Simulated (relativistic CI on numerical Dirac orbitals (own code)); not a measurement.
# One change at a time: Tc29+

Base calculation: Dirac-Coulomb-Breit CI, KLI orbitals optimised for each configuration, QED by a radiative potential, unscaled Slater integrals.

Configuration list (outside the closed core [Ne]): 3s2 3p2, 3s 3p3, 3s2 3p 3d, 3p4, 3s 3p2 3d, 3p3 3d, 3s 3p 3d2, 3s2 3d 4p, 3p3 4s, 3s 3p 3d 4s, 3p3 4p, 3s2 3p 4s, 3s2 3d2, 3s 3d3, 3p2 3d2, 3p 3d3, 3p 3d2 4s, 3s2 3d 4s, 3s 3d2 4s, 3s 3p 3d 4p, 3s 3d2 4p, 3p 3d2 4p, 3s 3d 4s 4p. Double excitations out of closed p, d and f shells are left out; levels of such configurations are missing from the list, as are those of other unlisted configurations, and high levels can miss mixing partners.

Variants: (1) Breit term removed; (2) configuration mixing switched off. Shifts of the energy above 3s2 3p2 3P_0, in cm⁻¹, for the lowest level and the first level of each name with at least 55 % of one term (blank where a level changes its place among those of its configuration and J or its character, or is not in the variant):

| Level | Base | Δ(1) | Δ(2) |
| --- | --- | --- | --- |
| 3s2 3p2 3P_0 | 0 | 0 | 0 |
| 3s2 3p2 3P_1 | 182337 | +3661 | -504 |
| 3s2 3p2 1S_0 | 519207 | +6936 | +13620 |
| 3s 3p3 5S°_2 | 740017 | +933 | -18596 |
| 3s 3p3 3D°_3 | 984692 | +5239 | +34248 |
| 3s 3p3 3P°_0 | 1067209 | +3405 | +20520 |
| 3s 3p3 3P°_1 | 1088633 | +4309 | +30718 |
| 3s2 3p 3d 3F°_3 | 1185767 | +9220 | -21600 |
| 3s2 3p 3d 3F°_4 | 1344562 | +12935 | -10615 |
| 3s2 3p 3d 3P°_0 | 1414402 | +8845 | -35004 |
| 3s2 3p 3d 3D°_3 | 1415876 | +10746 | -36659 |
| 3s2 3p 3d 1F°_3 | 1525154 | +11916 | -5849 |
| 3s2 3p 3d 1P°_1 | 1582691 | +10222 | -52623 |
| 3s 3p2 3d 5F_1 | 1626593 | +2678 | -36223 |

At this charge energies of transitions that change n are usually good to better than 1 %, and those within a shell (Δn = 0) to a few per cent.

Ionisation energy from the two ground configurations alone: base 1634.9 eV; Breit term removed 1636.25 eV. The NIST ASD value (semi-empirical) is 1638 eV.

LS names give the leading component of a level, which can be under half, so a name can repeat, a term be missing and a line seem to break the LS rules.
